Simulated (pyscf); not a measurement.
# cyclic H₁₀Si₅ (SMILES [SiH2]1[SiH2][SiH2][SiH2][SiH2]1), singlet

Gas-phase minimum from PySCF at ωB97X-D3(BJ)/def2-SVP, one conformer. 

SMILES: [SiH2]1[SiH2][SiH2][SiH2][SiH2]1
```xyz
15

Si     0.8931     1.8511    -0.6044
Si    -0.4836     1.9268     1.3010
Si    -1.6212    -0.1248     1.3169
Si    -1.5328    -0.7933    -0.9198
Si     0.7165    -0.3529    -1.3679
H      0.3250     2.7596    -1.6469
H      2.2962     2.2687    -0.3128
H     -1.4561     3.0546     1.1812
H      0.3167     2.1167     2.5475
H     -0.8296    -1.1065     2.1205
H     -2.9980    -0.0259     1.8839
H     -1.9553    -2.2043    -1.1562
H     -2.3766     0.1267    -1.7431
H      1.5487    -1.2433    -0.5016
H      1.1221    -0.5271    -2.7930
```
Charge 0, spin multiplicity 1.

Bonds (Å): Si1–Si2 2.352, Si1–Si5 2.339, Si1–H6 1.495, Si1–H7 1.493, Si2–Si3 2.346, Si2–H8 1.494, Si2–H9 1.493, Si3–Si4 2.336, Si3–H10 1.495, Si3–H11 1.492, Si4–Si5 2.335, Si4–H12 1.492, Si4–H13 1.495, Si5–H14 1.495 (the first ones only). Bond angles (°): Si2–Si1–Si5 104.5, Si2–Si1–H6 108.8, Si2–Si1–H7 112.5, Si5–Si1–H6 108.4, Si5–Si1–H7 113.5, H6–Si1–H7 108.9, Si1–Si2–Si3 105.1, Si1–Si2–H8 109.9, Si1–Si2–H9 111.5, Si3–Si2–H8 110.2, Si3–Si2–H9 111.4, H8–Si2–H9 108.7, Si2–Si3–Si4 103.0, Si2–Si3–H10 108.7 (the first ones only).

Properties at ωB97X-D3(BJ)/def2-SVP:

```
Quantity                                                                                                                                                                                                                                                                                                                      Result
---------------------------------------------------------------------------------------------------------------------  -------------------------------------------------------------------------------------------------------------------------------------------------------------------------------------------------------------
Harmonic wavenumbers, unscaled                                                                                         4, 82, 150, 173, 326, 335, 368, 399, 416, 430, 431, 450, 483, 491, 577, 601, 624, 624, 658, 710, 737, 745, 747, 771, 910, 912, 922, 922, 945, 2224, 2225, 2226, 2227, 2233, 2239, 2245, 2246, 2249, 2250 cm⁻¹
Zero-point energy                                                                                                                                                                                                                                                                                                      54.8 kcal/mol
Rotational symmetry number                                                                                                                                                                                                                                                                                                         1
Entropy of this conformer at 298 K and 1 atm, rigid rotor and harmonic oscillator, modes under 100 cm⁻¹ raised to 100                                                                                                                                                                                                400.9 J/(mol K)
Dipole moment                                                                                                                                                                                                                                                                                                                 0.13 D
```

Single-point totals, which compare only within one level:

```
level                   total energy (hartree)
----------------------  ----------------------
ωB97X-D3(BJ)/def2-TZVP             -1453.68442
PBE/def2-TZVP                      -1452.75942
r²SCAN/def2-TZVP                   -1453.38892
B3LYP-D3(BJ)/def2-TZVP             -1453.66611
PBE0-D3(BJ)/def2-TZVP              -1452.93087
M06-2X/def2-TZVP                   -1453.39204
ωB97M-D3(BJ)/def2-TZVP             -1453.72310
```

The lowest mode is so soft that the shape along it may change with the basis.
